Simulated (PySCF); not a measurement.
Harmonic spectrum computed at PBE in the def2-TZVP basis family (core potentials from Rb on, PySCF, no spin–orbit coupling):

```
symmetry  ω (cm⁻¹)  IR (km/mol)
      a1       238          9.9
      b2       628          123
      a1       651         83.3
```

Question: Which molecule gave it? In each, all ligands are bound to the one heavy central atom.
A. BeF₂ (singlet)
B. SnF₂ (singlet)
C. SiF₂ (singlet)
D. GeF₂ (singlet)
E. MgF₂ (singlet)

Answer: D. It has C2v symmetry with Ge–F 1.772 Å (×2).
